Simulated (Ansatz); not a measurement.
`BrB1C[SiH2]O1`. Charge 0, multiplicity 1.

```csv
atom,x (Å),y (Å),z (Å)
Br1,0.585,-0.810,2.865
B2,0.243,-0.467,1.013
C3,-0.141,0.892,0.278
Si4,-0.106,-0.305,-1.148
O5,0.303,-1.441,0.062
H6,0.620,1.670,0.317
H7,-1.102,1.318,0.568
H8,0.981,-0.188,-2.150
H9,-1.383,-0.670,-1.805
```

Task: List the harmonic frequencies (cm⁻¹, unscaled) at PBE0-D4/def2-TZVP in Ansatz. (Best estimate.)

Result: Computed: 91, 240, 306, 372, 473, 623, 670, 743, 798, 799, 851, 932, 938, 985, 1081, 1290, 1387, 2243, 2252, 3110, 3165.

Task: Is this a minimum?

Result: Yes, all 21 modes are real.

Task: Give the ideal-gas thermochemistry at 298.15 K and 1 bar (rigid rotor, harmonic oscillator; point group Cs, symmetry number 1).

Result: Zero-point energy 139.7 kJ/mol; H(298) − E = 157.5 kJ/mol; entropy 332.2 J/(mol·K), of which translation 171.4, rotation 116.1, vibration 44.7; G(298) − E = 58.5 kJ/mol. Modes under 100 cm⁻¹ are hindered rotations or soft bends, so the harmonic entropy is rough.

Task: And at 400, 500, 600, 800 and 1000 K?

Result: 
```tsv
T (K)	H − E (kJ/mol)	S (J/mol/K)	G − E (kJ/mol)
400	168.2	362.9	23.1
500	180.6	390.4	-14.6
600	194.3	415.4	-54.9
800	224.7	459.0	-142.5
1000	257.8	495.9	-238.1
```

Task: Rotational constants (cm⁻¹)?

Result: 0.3272, 0.03753, 0.0343.
